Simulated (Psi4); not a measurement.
C2H10GeN2, singlet, at a GFN2-xTB geometry, atoms displaced at random by about 0.08 Å a coordinate; HF/STO-3G, gradient in Psi4.

Here is a job for Psi4.
```
memory 2 GB

molecule mol {
0 1
  Ge    0.687108   -0.511441    0.124695
  N     1.761959    0.824562    0.307271
  N    -0.876454    0.192030   -0.027646
  C    -2.114306   -0.630916    0.076062
  C    -1.171798    1.531212   -0.872557
  H     0.595047   -1.251642    1.320286
  H     1.017472   -1.575478   -1.048595
  H     2.670653    0.781633    0.809046
  H     2.132980    1.410369   -0.575730
  H    -3.187614   -0.114259    0.338674
  H    -2.458519   -0.912759   -1.123107
  H    -1.952498   -1.536413    0.455255
  H    -2.085928    2.084911   -0.192420
  H    -1.355230    1.210187   -1.811126
  H    -0.394511    2.045293   -0.506057
symmetry c1
no_reorient
no_com
}

set basis sto-3g
set reference rhf

gradient('scf')
print_variables()
```

What the program printed (banner, timings and long lists left out):

```
gradient() will perform analytic gradient computation.

   => Loading Basis Set <=

    Name: STO-3G
    Role: ORBITAL
    Keyword: BASIS

         ---------------------------------------------------------
                                   SCF
               by Justin Turney, Rob Parrish, Andy Simmonett
                          and Daniel G. A. Smith
                              RHF Reference
         ---------------------------------------------------------

  ==> Geometry <==

    Molecular point group: c1
    Full point group: C1

    Geometry (in Angstrom), charge = 0, multiplicity = 1:

       Center              X                  Y                   Z               Mass
    ------------   -----------------  -----------------  -----------------  -----------------
         GE           0.687108000000    -0.511441000000     0.124695000000    73.921177761000
         N            1.761959000000     0.824562000000     0.307271000000    14.003074004430
         N           -0.876454000000     0.192030000000    -0.027646000000    14.003074004430
         C           -2.114306000000    -0.630916000000     0.076062000000    12.000000000000
         C           -1.171798000000     1.531212000000    -0.872557000000    12.000000000000
         H            0.595047000000    -1.251642000000     1.320286000000     1.007825032230
         H            1.017472000000    -1.575478000000    -1.048595000000     1.007825032230
         H            2.670653000000     0.781633000000     0.809046000000     1.007825032230
         H            2.132980000000     1.410369000000    -0.575730000000     1.007825032230
         H           -3.187614000000    -0.114259000000     0.338674000000     1.007825032230
         H           -2.458519000000    -0.912759000000    -1.123107000000     1.007825032230
         H           -1.952498000000    -1.536413000000     0.455255000000     1.007825032230
         H           -2.085928000000     2.084911000000    -0.192420000000     1.007825032230
         H           -1.355230000000     1.210187000000    -1.811126000000     1.007825032230
         H           -0.394511000000     2.045293000000    -0.506057000000     1.007825032230

  Running in c1 symmetry.

  Rotational constants: A =      0.17469  B =      0.07792  C =      0.05789 [cm^-1]
  Rotational constants: A =   5237.09184  B =   2335.89977  C =   1735.53256 [MHz]
  Nuclear repulsion =  401.361265886393085

  Charge       = 0
  Multiplicity = 1
  Electrons    = 68
[...]
  @DF-RHF Final Energy: -2239.74739570427846
    Total Energy =                      -2239.7473957042784605
[...]
         H           -2.085928000000     2.084911000000    -0.192420000000     1.007825032230
         H           -1.355230000000     1.210187000000    -1.811126000000     1.007825032230
         H           -0.394511000000     2.045293000000    -0.506057000000     1.007825032230

  Nuclear repulsion =  401.361265886393085

  ==> Basis Set <==

  Basis Set: STO-3G
    Blend: STO-3G
    Number of shells: 30
    Number of basis functions: 48
    Number of Cartesian functions: 49
    Spherical Harmonics?: true
    Max angular momentum: 2

  ==> DFJKGrad: Density-Fitted SCF Gradients <==

    Gradient:                    1
    J tasked:                  Yes
    K tasked:                  Yes
    wK tasked:                  No
    Integrals threads:           1
    Schwarz Cutoff:          1E-12
    Fitting Condition:       1E-10

   => Auxiliary Basis Set <=

  Basis Set: (STO-3G AUX)
    Blend: DEF2-UNIVERSAL-JKFIT
    Number of shells: 220
    Number of basis functions: 750
    Number of Cartesian functions: 935
    Spherical Harmonics?: true
    Max angular momentum: 5

  -Total Gradient:
     Atom            X                  Y                   Z
    ------   -----------------  -----------------  -----------------
       1       -0.009764713765     0.047304682738     0.039276364874
       2       -0.085127797165    -0.073847996117     0.065850628060
       3        0.080113569382    -0.060849036737     0.027869073661
       4        0.101213261538    -0.105557395820     0.184763300164
       5        0.105475852538     0.073187542906    -0.222210068548
       6       -0.007561211432     0.011333074874    -0.014681224128
       7        0.007465938955    -0.038991529746    -0.034848782011
       8        0.025164220888     0.015535320286    -0.007345048423
       9        0.046273520567     0.047752153680    -0.056918301494
      10       -0.087359822472     0.027774955294    -0.012338114479
      11       -0.031214437796    -0.014167609615    -0.089205833236
      12       -0.011777222476     0.090991360702    -0.062518337914
      13       -0.059920899440     0.048456402801     0.078968308283
      14        0.013531219393    -0.003370627064     0.088931189219
      15       -0.086511478717    -0.065551298211     0.014406845989

  Variable Map:
  ----------------------------------------------------------------------------
[...]
  Array Variable Map:
  ----------------------------------------------------------------------------
[...]
[...]
```
